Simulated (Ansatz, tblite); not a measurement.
Removing and adding an electron: Al₂Cl₆ (the lowest singlet isomer of a short search). Charge 0, multiplicity 1. Geometry: r2SCAN-D4/def2-SVP. Ansatz, gas phase; energy differences of separate SCF runs; the oxidised species was run as a doublet alone; the reduced species was run as a doublet alone.

| atom | x (Å) | y (Å) | z (Å) |
| --- | --- | --- | --- |
| Al1 | 1.4988 | 0.3487 | 0.4649 |
| Al2 | -1.4969 | -0.3469 | -0.4730 |
| Cl3 | 0.4475 | -1.5385 | -0.2862 |
| Cl4 | -0.4210 | 1.5615 | 0.1847 |
| Cl5 | -2.0395 | -0.1994 | -2.4823 |
| Cl6 | 1.9150 | 0.1513 | 2.5001 |
| Cl7 | 2.9279 | 0.9662 | -0.9243 |
| Cl8 | -2.8318 | -0.9428 | 1.0160 |

The xTB rows come from tblite. Correlated methods freeze 40 core orbitals. The rows differ in basis, and correlated rows in double-zeta sets carry the largest basis error. In CCSD on the charge 1 doublet the largest single amplitude is 0.30, so its Hartree–Fock determinant may place the open shell otherwise than the density functionals do. HOMO above LUMO, or a gap near zero within one spin, warns that the state may not be the lowest or that an electron is smeared out. The structure comes from a short search, and lower isomers may exist.

(1) Estimate orbital energies and vertical ionisation energies and electron affinities at: GFN1-xTB; GFN2-xTB; HF/def2-SVP; PBE-D4/def2-SVP; PBE-D4/def2-TZVP; PBE0-D4/def2-SVP; PBE0-D4/def2-TZVP; B2PLYP/def2-TZVP; MP2/def2-SVP; CCSD/def2-SVP; CCSD(T)/def2-SVP.

Results:

(1) 
```
            level  −HOMO (eV)  vertical IE (eV)  −LUMO (eV)  vertical EA (eV)  HOMO–LUMO gap (eV)  IE − EA (eV)                                     remarks
         GFN1-xTB       13.19             15.10        7.98              5.88                5.21          9.21                                           –
         GFN2-xTB       12.14             14.24        5.64              3.59                6.50         10.65                                           –
      HF/def2-SVP           –             11.43           –                 –                   –             –                                           –
  PBE-D4/def2-SVP        7.90                 –        1.75             -0.40                6.16             –                HOMO above zero (-1 doublet)
 PBE-D4/def2-TZVP        8.03             10.27        1.94                 –                6.09             –  gap within one spin near zero (+1 doublet)
 PBE0-D4/def2-SVP        9.40                 –        0.91             -0.60                8.49             –                HOMO above zero (-1 doublet)
PBE0-D4/def2-TZVP        9.46             11.06        1.07                 –                8.39             –                                           –
 B2PLYP/def2-TZVP           –             11.30           –                 –                   –             –                                           –
     MP2/def2-SVP           –             12.03           –                 –                   –             –                                           –
    CCSD/def2-SVP           –             11.78           –                 –                   –             –                                           –
 CCSD(T)/def2-SVP           –             11.69           –                 –                   –             –                                           –
```

   A HOMO above zero means that the electron is unbound at that level or that self-interaction error raises the level; the energy of removing that electron tells which. Raw xTB energy differences between charge states are shifted by several eV; the methods need an empirical correction for them. Sets without diffuse functions give affinities that are too small. A negative affinity means that the extra electron isn't bound; its size then hangs on the basis.
